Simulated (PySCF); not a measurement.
**Excitation energy of O²⁺ by level of theory**

O²⁺ [He] 2s2 2p2 (3P) → O²⁺ [He] 2s1 2p2 3s1 (5P), as a difference of total energies. Calculation: PySCF 2.14, in aug-cc-pV5Z (7s6p5d4f3g2h, 127 functions); the non-relativistic Hamiltonian (point nucleus). Correlated levels: valence: 1s2 frozen. The calculations carry no spin-orbit coupling.

```csv
method,excitation energy (eV)
UHF,39.696
LDA,41.417
PBE,41.346
PBE0,41.338
r2SCAN,41.092
LC-wPBE,41.720
TPSS,41.771
TPSSh,41.763
MP2 (valence),41.458
SCS-MP2 (valence),41.946
```

**Question.** How much does correlation contribute at MP2 (valence)?

**Answer.** 41.458 − (39.696) = 1.762 eV, measured against UHF.

The promoted electron is Rydberg-like, and one or two diffuse shells describe it only roughly, which tends to raise the upper state.
